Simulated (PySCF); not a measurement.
# One molecule, several mistakes: BGeH3NO

Calculated results; nothing here was measured. They come from PySCF 2.14.0, an open-source quantum chemistry program, on an isolated molecule that a program drew, which may never have been made. The molecule is BGeH3NO (charge 0, doublet), drawn as the SMILES string `[NH2][GeH][B]=O`.

Each row is a Hartree-Fock (HF) and frozen-core CCSD(T) single point in the cc-pVDZ basis, meant for a local HF minimum. Run 1 is clean. Each other run has one planted mistake out of seven kinds, and not every kind appears here: one electron removed, one electron added, multiplicity raised by two, geometry at a saddle point, minimal basis STO-3G, one bond length entered in bohr, all coordinates scaled. The reference is restricted for singlets and unrestricted otherwise, and also for a bond in bohr. Adding or removing an electron swaps singlet and doublet. Electrons count all cores. HOMO and LUMO are orbital energies over both spins, the gradient is its largest component, and the lowest frequency (negative if imaginary) is given only where the gradient is small. Bond lengths are over the 6 bonds as drawn. T1 is the CCSD diagnostic: over 0.02 (restricted) or 0.045 (unrestricted) a single reference is doubtful. Germanium has the cc-pVDZ-PP basis, with a core potential (ECP10MDF) in place of its 10 inner electrons, and its 3s, 3p and 3d shells are frozen in CCSD(T).

Geometry of the clean run:
```xyz
7
BGeH3NO, angstrom
N     1.8689    1.4255   -0.2776
Ge    0.8803    0.0718    0.4695
B     1.0029    0.2751    2.5246
O     1.1106    0.3178    3.7063
H     2.8434    1.4444   -0.0305
H     1.7884    1.5102   -1.2764
H    -0.5736    0.2378    0.0127
```

```
run,electrons,basis functions,<S^2>,HOMO (eV),LUMO (eV),gradient (hartree/bohr),lowest frequency (cm^-1),mean bond (Å),longest bond (Å),T1,HF (hartree),CCSD(T) (hartree),mistake
1,55,80,0.760,-9.00,0.64,2.1e-05,126,1.4392,2.069,0.0210,-449.16280,-449.71682,no fault
2,56,80,0.000,-0.98,8.04,7.4e-02,-,1.4392,2.069,0.0168,-449.16679,-449.74029,one electron added
3,55,80,0.998,-8.89,0.12,3.0e-02,-,1.7460,3.909,0.0423,-449.08008,-449.62503,one bond length entered in bohr
4,55,80,0.765,-9.27,0.34,9.0e-02,-,1.5040,2.162,0.0235,-449.14854,-449.71379,?
```

**Which mistake was planted in run 4, and what did it cost?**

The mean and the longest bond both change by the same factor, 1.045, and the gradient is no longer small. So the mistake is: all coordinates scaled. Subtracting run 1 and multiplying by 627.51 kcal/mol a hartree, the energy moved by 8.9 kcal/mol in HF and 1.9 kcal/mol in CCSD(T).

